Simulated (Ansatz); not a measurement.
Reaction (redistribution): `CO[SiH2]S[SiH2]Cl` + `CO[SiH](F)OC` → `CO[SiH](F)O[SiH2]Cl` + `CO[SiH2]SC`

Isolated molecules relaxed with PBE0-D4/def2-TZVP in Ansatz; ΔE leaves out vibrations. CCSD(T)/CBS adds triple-zeta CCSD(T) − MP2 to the extrapolated MP2 energy (def2 sets, frozen cores). Functionals use def2-TZVPP. One conformer a species, not always the lowest.

**Question.** Is it downhill or uphill in electronic energy at CCSD(T)/CBS, and by how much? (An estimate is asked.)

**Answer.** Computed: Downhill: ΔE = -1.03 eV.

**Question.** What do these levels give: PBE-D4, PBE0-D4, B2PLYP, PBE0, HF/def2-TZVPP, SCS-MP2/def2-TZVPP, CCSD(T)/def2-TZVPP, HF/def2-QZVPP, MP2/def2-QZVPP, SCS-MP2/def2-QZVPP, MP2/CBS(def2), CCSD/CBS(def2)? (Best estimate.)

**Answer.** Ansatz gave: PBE-D4 -0.88, PBE0-D4 -0.92, B2PLYP -1.05, PBE0 -0.94, HF/def2-TZVPP -1.14, SCS-MP2/def2-TZVPP -1.05, CCSD(T)/def2-TZVPP -1.02, HF/def2-QZVPP -1.16, MP2/def2-QZVPP -1.05, SCS-MP2/def2-QZVPP -1.07, MP2/CBS(def2) -1.05, CCSD/CBS(def2) -1.06 eV.

Largest T1 diagnostic among the species: 0.011.

From PBE to PBE0 (25 % exact exchange), in def2-TZVPP and without D4, ΔE moves by −0.04 eV. In def2-TZVPP, CCSD(T) changes the Hartree–Fock value by +0.12 eV (the triples alone add +0.03 eV) and MP2 by +0.10 eV.
